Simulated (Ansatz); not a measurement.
This geometry of CH₉OSbSi₂ (14 atoms, charge 0, multiplicity 1) is a first-order saddle point.

All numbers below come from RHF/def2-SVP (Ansatz 0.2.0).

```xyz
14
Properties=species:S:1:pos:R:3
O -1.494 -1.625 1.545
Si -0.446 -0.348 1.481
C -0.017 0.095 -0.307
Si 1.644 -0.598 -0.884
Sb -0.206 2.253 -0.720
H -2.414 -1.504 1.374
H 0.761 -0.762 2.223
H -1.049 0.826 2.165
H -0.784 -0.385 -0.922
H 2.755 0.026 -0.123
H 1.697 -2.066 -0.677
H 1.856 -0.316 -2.326
H -1.879 2.311 -0.403
H -0.435 2.065 -2.396
```

(1) Which two structures does it join? (They come from a converged band through this point; their orientation in space is the band's.)

(2) How far does it lie above each of them?

Answers

(1) No bond is made or broken. The dihedral O1–Si2–C3–Sb5 goes from 76 to -158°.

Image 0:

```xyz
14
Properties=species:S:1:pos:R:3
O -2.089 -0.794 1.458
Si -0.475 -0.452 1.393
C 0.101 -0.121 -0.371
Si 1.945 -0.402 -0.671
Sb -0.522 1.873 -1.085
H -2.730 -0.140 1.232
H 0.210 -1.635 1.950
H -0.158 0.735 2.230
H -0.436 -0.844 -0.996
H 2.752 0.413 0.271
H 2.295 -1.831 -0.481
H 2.313 -0.006 -2.054
H -2.038 1.861 -0.300
H -1.182 1.315 -2.549
```

Image 8:

```xyz
14
Properties=species:S:1:pos:R:3
O -0.116 -1.649 1.928
Si -0.648 -0.177 1.387
C -0.155 0.132 -0.404
Si 1.467 -0.689 -0.922
Sb -0.143 2.296 -0.851
H -0.519 -2.450 1.631
H -0.016 0.823 2.272
H -2.123 -0.089 1.505
H -0.945 -0.287 -1.035
H 2.561 -0.317 0.006
H 1.328 -2.165 -0.944
H 1.851 -0.246 -2.287
H -1.547 2.646 0.050
H -1.009 2.143 -2.307
```

(2) 5.2 kJ/mol above the first and 7.8 kJ/mol above the second. This is the barrier of this one path; another mechanism may lie lower.

The run took 7.3 min on 2 threads of Arm Neoverse V1 (shared host), peak memory 0.38 GiB.
